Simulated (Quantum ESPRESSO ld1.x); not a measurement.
Task: All-electron atom: Kr4+ in [Ar] 3d10 4s2 4p1.5 4f0.5 (fractional occupations, a model configuration). Calculated with ld1.x of Quantum ESPRESSO 7.5: scalar-relativistic Kohn-Sham, LDA (Slater exchange, VWN5 correlation), spin-polarised, spherical densities, point nucleus; open shells are filled with parallel spins first. Some entries of the table are withheld. Estimate them.

| orbital | occ. | eigenvalue (eV) | <r> (bohr) |
|---|---|---|---|
| 1s up | 1 | -14198.460 | 0.04154 |
| 1s down | 1 | -14198.283 | 0.04154 |
| 2s up | 1 | -1923.343 | 0.1838 |
| 2s down | 1 | -1923.228 | 0.1838 |
| 2p up | 3 | -1709.432 | 0.1602 |
| 2p down | 3 | -1709.269 | 0.1602 |
| 3s up | 1 | -323.624 | 0.5307 |
| 3s down | 1 | -323.388 | 0.5305 |
| 3p up | 3 | -255.442 | 0.5402 |
| 3p down | 3 | -255.173 | 0.5398 |
| 3d up | 5 | -142.104 | (1) |
| 3d down | 5 | -141.773 | (2) |
| 4s up | 1 | -76.716 | 1.416 |
| 4s down | 1 | -74.669 | 1.413 |
| 4p up | 1.5 | (3) | 1.576 |
| 4p down | 0 | (4) | 1.578 |
| 4f up | 0.5 | (5) | 3.152 |
| 4f down | 0 | (6) | 3.327 |

Result: 
(1) 3d up <r> (bohr): 0.5520
(2) 3d down <r> (bohr): 0.5504
(3) 4p up eigenvalue (eV): -60.026
(4) 4p down eigenvalue (eV): -57.931
(5) 4f up eigenvalue (eV): -19.259
(6) 4f down eigenvalue (eV): -18.027
